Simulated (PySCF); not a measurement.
# C₆ coefficients of unlike pairs at PBE

Calculated with PySCF 2.14 from the dipole response of each species, C₆(A,B) = (3/π) ∫ α_A(iu) α_B(iu) du, in atomic units, from isotropic polarisabilities. For ions this is the dispersion term alone; charge-induced terms of lower order in 1/R come first.

```csv
species,configuration,basis,relativity,α (bohr³),C₆ (like pair)
Co,[Ar] 3d7 4s2 (4F),def2-QZVPPD (11s6p5d4f2g),none,55.46,473.2
Au²⁺,[Xe] 4f14 5d9 (2D),def2-QZVPPD with the def2 core potential (60 electrons) (7s5p4d4f2g),core potential,8.842,58.03
N⁺,[He] 2s2 2p2 (3P),aug-cc-pV5Z (7s6p5d4f3g2h),none,3.914,8.475
Be⁺,[He] 2s1 (2S),aug-cc-pVQZ (6s5p4d3f2g),none,21.66,57.85
```

Task: Estimate C₆ for Be⁺ with N⁺.

Result: The integral gives 17.37. The combination rule 2 C_A C_B / (C_A α_B/α_A + C_B α_A/α_B) gives 17.09 and the geometric mean 22.14.

No spin-orbit coupling is included.

The other pairs:

```
     pair     C₆
  Be⁺, Co  163.9
   N⁺, Co  54.36
 Au²⁺, Co  131.8
 N⁺, Au²⁺  21.92
Be⁺, Au²⁺  41.31
```
